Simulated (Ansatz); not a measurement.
## Molecular dynamics of CH$_{5}$AsO

The input (input.yaml):

```yaml
crystal:
  periodic: [false, false, false]
  atoms:
    - { symbol: C, position_ang: [-0.372587, 0.815579, -0.253815] }
    - { symbol: O, position_ang: [-0.433162, -0.085592, 0.823143] }
    - { symbol: As, position_ang: [0.264482, -1.965936, 0.467186] }
    - { symbol: H, position_ang: [-1.020457, 0.470442, -1.078522] }
    - { symbol: H, position_ang: [0.655335, 0.926849, -0.644579] }
    - { symbol: H, position_ang: [-0.724552, 1.799529, 0.096916] }
    - { symbol: H, position_ang: [0.649447, -0.549865, 1.271789] }
    - { symbol: H, position_ang: [1.073595, -1.468106, -0.738017] }
basis:
  gaussian: { orbitals: def2-SVP }
hamiltonian:
  xc: pbe0
  dispersion: d4
md:
  timestep: 0.5
  n_steps: 200
  ensemble: nve
  temperature: 100.0
  initial_velocities: maxwell_boltzmann
  seed: 11808
```

Launched with:

```bash
$ ansatz run input.yaml --threads 2 --pin off --max-ram 3072MiB --backend cpu --events-out ev --progress --plain --runs-dir out
```

It starts at the highest image of a converged band. Of that band: The profile has 2 maxima (images 4, 7) with wells between them (image 5): this band takes more than one step, which may be the mechanism or a detour left from its start path. Neighbouring images differ by up to 1.4 eV, so the band resolves the path poorly. A vibrational analysis at the climbing image gives one clearly imaginary mode, 1431i cm⁻¹: a first-order saddle point.

Output, in part (step lines, the closing report, with atoms numbered from 0):

```
md step     0: t =     0.00 fs  T =   100.0 K  F+E_penalty+E_count = -63983.31199107 eV  E_kin = 0.077556 eV  conserved = -63983.23443508 eV  (25 SCF iters)
md step     1: t =     0.50 fs  T =    99.3 K  F+E_penalty+E_count = -63983.31141358 eV  E_kin = 0.076986 eV  conserved = -63983.23442761 eV  (31 SCF iters)
md step     2: t =     1.00 fs  T =    97.2 K  F+E_penalty+E_count = -63983.30982513 eV  E_kin = 0.075418 eV  conserved = -63983.23440734 eV  (31 SCF iters)
md step     3: t =     1.50 fs  T =    94.4 K  F+E_penalty+E_count = -63983.30755245 eV  E_kin = 0.073177 eV  conserved = -63983.23437593 eV  (31 SCF iters)
md step     4: t =     2.00 fs  T =    91.2 K  F+E_penalty+E_count = -63983.30509445 eV  E_kin = 0.070757 eV  conserved = -63983.23433727 eV  (31 SCF iters)
md step     5: t =     2.50 fs  T =    88.7 K  F+E_penalty+E_count = -63983.30306583 eV  E_kin = 0.068771 eV  conserved = -63983.23429492 eV  (30 SCF iters)
md step     6: t =     3.00 fs  T =    87.5 K  F+E_penalty+E_count = -63983.30214257 eV  E_kin = 0.067891 eV  conserved = -63983.23425146 eV  (30 SCF iters)
md step     7: t =     3.50 fs  T =    88.7 K  F+E_penalty+E_count = -63983.30302135 eV  E_kin = 0.068813 eV  conserved = -63983.23420814 eV  (31 SCF iters)
[... lines left out ...]
Total energy: -63983.90975404 eV, -2351.3653136094 hartree
Atom 0 at    -0.323002     0.803303    -0.185029 Å, force    -0.720557    -0.898803     0.027238 eV/Å
Atom 1 at    -0.321108    -0.320094     0.651582 Å, force    -4.027535     3.765494     0.068932 eV/Å
Atom 2 at     0.232626    -1.901650     0.498544 Å, force     3.045313    -1.206955     0.182656 eV/Å
Atom 3 at    -0.726096     0.573537    -1.195008 Å, force     0.204284    -0.024536     0.086846 eV/Å
Atom 4 at     0.668965     1.270281    -0.303158 Å, force     0.213121     0.011830     0.133092 eV/Å
Atom 5 at    -1.048866     1.477124     0.286533 Å, force     0.225641     0.504758    -0.095595 eV/Å
Atom 6 at     1.490480    -0.834948     0.743929 Å, force     0.793787    -2.716038    -0.759459 eV/Å
Atom 7 at     0.247262    -2.217064    -1.052030 Å, force     0.265947     0.564251     0.356289 eV/Å
Dipole moment:    -0.012935     0.060410    -0.252786 e Å
```

The steps, from the saved trajectory:

```csv
time (fs),T (K),potential energy less start (eV),conserved less start (meV/atom)
0.0,100,0.000,0.00
3.0,88,0.010,0.02
6.0,163,-0.048,0.06
9.0,566,-0.360,0.09
12.0,1426,-1.029,-0.06
15.0,2130,-1.576,-0.23
18.0,2045,-1.510,-0.13
21.0,1636,-1.191,-0.04
24.0,1331,-0.955,-0.06
27.0,1034,-0.726,-0.12
30.0,515,-0.322,-0.01
33.0,478,-0.292,0.10
36.0,1263,-0.904,-0.20
39.0,1609,-1.172,-0.13
42.0,1669,-1.218,-0.09
45.0,1726,-1.262,-0.10
48.0,1739,-1.273,-0.20
51.0,1227,-0.876,-0.26
54.0,518,-0.322,0.25
57.0,1150,-0.816,-0.25
60.0,1383,-0.996,-0.08
63.0,1567,-1.138,-0.06
66.0,1846,-1.356,-0.14
69.0,1729,-1.265,-0.15
72.0,1123,-0.793,0.01
75.0,631,-0.411,0.01
78.0,382,-0.218,0.04
81.0,496,-0.307,0.04
84.0,999,-0.697,0.02
87.0,1773,-1.297,-0.03
90.0,2467,-1.837,-0.22
93.0,2369,-1.761,-0.19
96.0,1668,-1.217,-0.08
99.0,1003,-0.700,-0.02
```

All steps were run. The conserved energy stayed within 0.29 meV per atom of its start (net change -0.01 meV per atom), so the integration is sound. The system heated up, since it started high on the potential surface and ran downhill. A run of 0.1 ps of so small a system gives no equilibrium averages. The orbitals stay closed-shell, which can raise the energy where a bond breaks towards radicals; this wasn't checked here.

The step under study would form O2–H7 and break As3–H7. These pairs go: O2–H7 1.26 → 1.89 Å, As3–H7 1.67 → 1.67 Å. In the last frame they stand as before the step (other bonds may differ from the relaxed reactants and products). It ends as one piece, CH5AsO. Pairs count as bonded within 1.25 times the sum of covalent radii (0.12 Å more for H–H).

Last frame:

```xyz
8
Properties=species:S:1:pos:R:3
C -0.323 0.803 -0.185
O -0.321 -0.320 0.652
As 0.233 -1.902 0.498
H -0.726 0.574 -1.195
H 0.669 1.270 -0.303
H -1.049 1.477 0.286
H 1.490 -0.835 0.744
H 0.247 -2.217 -1.052
```

Run time: 4.5 min on 2 threads of Arm Neoverse V2, on a shared host, peak memory 0.17 GiB.
